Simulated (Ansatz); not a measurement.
Two isomers of C2H7OSi: A = `CC[SiH]O`•, B = `CO[SiH]C`•.

Program: Ansatz. Geometries: PBE0-D4/def2-TZVP. ΔE: electronic, gas phase. CCSD(T)/CBS is the MP2 limit (def2-TZVPP, def2-QZVPP) plus CCSD(T) − MP2 in def2-TZVPP, frozen cores. Functionals use def2-TZVPP. B3LYP here is the variant with VWN-RPA as its local correlation; programs differ in this. Open shells (•) are unrestricted, without spin–orbit coupling. Each species was taken in one conformer, which may not be the lowest.

A:

Z-matrix (Å, degrees):
```
C
C 1 1.525
H 1 1.092 2 111.4
H 1 1.093 2 111.5 3 120.1
H 1 1.093 2 111.5 3 -120.0
Si 2 1.873 1 113.2 3 178.2
H 2 1.097 1 110.8 3 58.2
H 2 1.094 1 110.9 3 -59.5
O 6 1.657 2 106.6 1 -174.9
H 6 1.504 2 110.3 1 -55.1
H 9 0.958 6 117.1 2 174.6
```

B:

```xyz
11

C     0.7931   -1.8038   -0.6836
O     0.2919   -0.4892   -0.6589
Si   -0.6756    0.0990    0.5410
C    -0.7748    1.9457    0.2949
H     1.5831   -1.8551   -1.4353
H     1.2155   -2.0944    0.2856
H     0.0106   -2.5217   -0.9520
H    -0.0636   -0.2521    1.8679
H    -1.3766    2.4010    1.0848
H    -1.2309    2.1866   -0.6671
H     0.2272    2.3840    0.3226
```

(1) Which is lower in electronic energy at CCSD(T)/CBS, and by how much? (Estimate.)

(2) Give E(B) − E(A) in kcal/mol with B2PLYP, MP2/def2-TZVPP, B3LYP-D4, HF/def2-TZVPP, r2SCAN-D4, CCSD(T)/def2-TZVPP, LDA (SPW92). (An estimate is asked.)

(3) Does the order hold for the free energy at 298.15 K (harmonic terms from PBE0-D4)? (Best estimate.)

Largest T1 diagnostic: 0.013.

## Answers

(1) The calculation gave: A, by 10.4 kcal/mol.

(2) Computed: B2PLYP 9.0, MP2/def2-TZVPP 11.0, B3LYP-D4 8.4, HF/def2-TZVPP 7.5, r2SCAN-D4 9.3, CCSD(T)/def2-TZVPP 9.9, LDA (SPW92) 9.8. None reverses the order clearly.

(3) The calculation gave: Yes: G(B) − G(A) = +9.7 kcal/mol, for one conformer each.

At CCSD(T), def2-SVP lies −2.0 kcal/mol from the extrapolated value and def2-TZVPP −0.5 kcal/mol. In def2-TZVPP, CCSD(T) changes the Hartree–Fock value by +2.4 kcal/mol (the triples alone add +0.1 kcal/mol) and MP2 by +3.5 kcal/mol.
